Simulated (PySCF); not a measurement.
O₂Si, singlet, geometry from GFN2-xTB. Base run: SCAN/aug-cc-pVDZ run with PySCF.

Geometry (Å):
```xyz
3

O      0.0000     0.0000    -1.4911
Si     0.0000     0.0000     0.0000
O      0.0000     0.0000     1.4911
```
Charge 0, spin multiplicity 1.
All else is at PySCF's defaults.
Base energy -439.91383 Eh.

Each row names what was changed in the base input (with any setting that the change needs).

```json
[
 {"change": "base", "ΔE vs base (mEh)": "0.000", "grid points": "47344", "electrons on the grid": "30.00000"},
 {"change": "grids.radi_method = mura_knowles", "ΔE vs base (mEh)": "1.807", "grid points": "44240", "electrons on the grid": "30.00000"},
 {"change": "grids.becke_scheme = stratmann", "ΔE vs base (mEh)": "-0.003", "grid points": "47344", "electrons on the grid": "30.00000"},
 {"change": "grids.atom_grid = (50, 194)", "ΔE vs base (mEh)": "-15.353", "grid points": "19264", "electrons on the grid": "29.99991"},
 {"change": "grids.level = 2", "ΔE vs base (mEh)": "-5.202", "grid points": "34344", "electrons on the grid": "30.00001"},
 {"change": "grids.atom_grid = (75, 302)", "ΔE vs base (mEh)": "5.557", "grid points": "42032", "electrons on the grid": "30.00001"},
 {"change": "grids.radi_method = gauss_chebyshev", "ΔE vs base (mEh)": "-3.434", "grid points": "46072", "electrons on the grid": "30.00000"},
 {"change": "grids.level = 4", "ΔE vs base (mEh)": "1.536", "grid points": "85440", "electrons on the grid": "30.00000"},
 {"change": "grids.prune = dft.gen_grid.treutler_prune", "ΔE vs base (mEh)": "0.004", "grid points": "43280", "electrons on the grid": "30.00000"},
 {"change": "grids.level = 0", "ΔE vs base (mEh)": "-22.346", "grid points": "3800", "electrons on the grid": "30.00174"},
 {"change": "grids.radi_method = delley", "ΔE vs base (mEh)": "0.077", "grid points": "48616", "electrons on the grid": "30.00000"}
]
```
